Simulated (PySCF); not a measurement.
Species: methyl thiophene-2-carboxylate, C6H6O2S.
Numbering: `[CH3:1][O:2][C:3](=[O:4])[c:5]1[cH:6][cH:7][cH:8][s:9]1` (hydrogens: H10, H11, H12 on C1; H13 on C6; H14 on C7; H15 on C8)

Torsions of this conformer, `[CH3:1][O:2][C:3](=[O:4])[c:5]1[cH:6][cH:7][cH:8][s:9]1`: C1–O2–C3–O4 1°, O2–C3–C5–C6 180°.

The closed-shell ground state was solved at several levels (PySCF, density fitting, gas phase, non-relativistic). One conformer (not necessarily the lowest) at the GFN2-xTB geometry, without solvent, vibrations or thermal averaging.

| level | basis functions | HOMO (eV) | LUMO (eV) | gap (eV) | dipole (D) |
| --- | --- | --- | --- | --- | --- |
| PBE0/def2-SVPD | 241 | -7.30 | -1.63 | 5.67 | 1.87 |
| wB97X-D/def2-SVPD | 241 | -9.06 | 0.07 | 9.13 | 1.84 |

Q: What might PBE0/pcSseg-1 (190 basis functions) give for the same quantities?

A: HOMO -7.27 eV, LUMO -1.56 eV, gap 5.71 eV, dipole 1.75 D.

Q: Over all these levels, which gives the widest orbital gap and which the narrowest?

A: wB97X-D/def2-SVPD (range-separated hybrid) has the widest, 9.13 eV, and PBE0/def2-SVPD (global hybrid, 25 % exact exchange) the narrowest, 5.67 eV. The two share the basis. From the narrowest to the widest the HOMO moves by -1.76 eV and the LUMO by +1.70 eV.

Q: How far do the dipole and the HOMO energy spread over the levels?

A: The dipole runs from 1.75 to 1.87 D (mean 1.82 D) and the HOMO from -9.06 to -7.27 eV.
